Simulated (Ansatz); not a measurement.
Geometry optimisation, RKS PBE/def2-SVP (Ansatz).

input.yaml

```yaml
crystal:
  periodic: [false, false, false]
  atoms:
    - { symbol: Zr, position_ang: [0.45045, 0.311139, -0.327283] }
    - { symbol: F, position_ang: [-1.050407, 0.620529, 2.448626] }
    - { symbol: Cl, position_ang: [1.953188, 0.195617, -2.133876] }
    - { symbol: Cl, position_ang: [-1.355126, 1.657638, -1.018962] }
    - { symbol: F, position_ang: [-0.056559, -1.477037, 0.070027] }
    - { symbol: O, position_ang: [1.50368, 1.149675, 1.181244] }
    - { symbol: Al, position_ang: [3.049268, 1.594035, 1.864229] }
    - { symbol: H, position_ang: [4.233132, 0.53358, 1.748228] }
    - { symbol: H, position_ang: [3.132031, 3.0239, 2.55987] }
    - { symbol: H, position_ang: [-0.260457, 1.118225, 2.502097] }
basis:
  gaussian: { orbitals: def2-SVP }
hamiltonian:
  xc: pbe
relax:
  f_tol: 0.03
  max_steps: 50
```

Command:

```bash
$ ansatz run input.yaml --threads 4 --pin off --max-ram 5120MiB --backend cpu --events-out ev --progress --plain --runs-dir out
```

**Question.** Where does it end, and by what steps?

**Answer.** The forces met the threshold. After 29 steps the energy has fallen by 1.791 eV; Cl3 moved furthest, 1.52 Å. Parted: F2–H10 (0.94 → 2.58 Å). Joined: Zr1–F2 (3.17 → 1.91 Å), Cl3–Al7 (4.38 → 2.32 Å), O6–H10 (2.20 → 0.98 Å).

```csv
step,energy less start (eV),largest force component (eV/Å),accepted
0,0.0000,1.347,yes
2,-0.2757,0.415,yes
4,-0.3523,0.275,yes
6,-0.3724,0.077,yes
8,-0.3809,0.073,yes
10,-0.3852,0.176,yes
12,-0.4318,0.729,yes
14,-0.8204,0.972,yes
16,-1.4893,1.709,yes
18,-1.6263,0.613,yes
20,-1.7667,0.087,yes
22,-1.7814,0.105,yes
24,-1.7879,0.087,yes
26,-1.7909,0.054,yes
28,-1.7913,0.096,no
29,-1.7915,0.023,yes
```

```xyz
10
Properties=species:S:1:pos:R:3
Zr -0.113 0.348 0.278
F -1.299 0.041 1.745
Cl 2.261 0.839 -0.794
Cl -1.305 1.899 -1.029
F -0.092 -1.396 -0.477
O 1.185 1.052 1.824
Al 2.960 1.468 1.327
H 3.956 0.368 1.909
H 3.198 3.042 1.372
H 0.847 1.067 2.739
```

Whether the end is a true minimum wasn't checked by a vibrational analysis.

Time of the run: 46 s on 4 threads of Intel(R) Xeon(R) 6975P-C (Granite Rapids) (shared host), peak memory 0.23 GiB.
